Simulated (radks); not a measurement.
Polarisability of neutral nickel, [Ar] 3d8 4s2, at imaginary frequency. Method: scalar-relativistic Kohn-Sham, LB94 model potential, spin-polarised, spherical densities, finite nucleus; open shells are filled with parallel spins first; Fermi nuclear charge, rms radius 3.7757 fm; computed with a radial shooting solver on a logarithmic mesh with Libxc functionals. Response by self-consistent Sternheimer equations with the Hartree and adiabatic LDA kernel, the relativistic mass of each level held fixed and spin-orbit coupling left out.

w (hartree)  alpha1(iw) (bohr^3)
0.00266                    34.96
0.0143                     34.84
0.0360                     34.20
0.0697                     32.29
0.118                      28.35
0.186                      22.48
0.280                      16.04
0.413                      10.56
0.605                      6.635
0.892                      4.060
1.35                       2.419
2.12                       1.361
3.59                      0.6733
6.94                      0.2543
17.5                     0.05478

Static values: alpha1 = 34.96 bohr^3 (5.181 angstrom^3; uncoupled 62.34). C6 = 245.9, triple-dipole C9 = 6110 atomic units. One-pole (London) frequency 4 C6 / (3 alpha1^2) = 0.268 hartree, against 0.351 for minus the highest occupied eigenvalue. Recommended static value: 49 bohr^3 (Schwerdtfeger and Nagle, 2023 table).
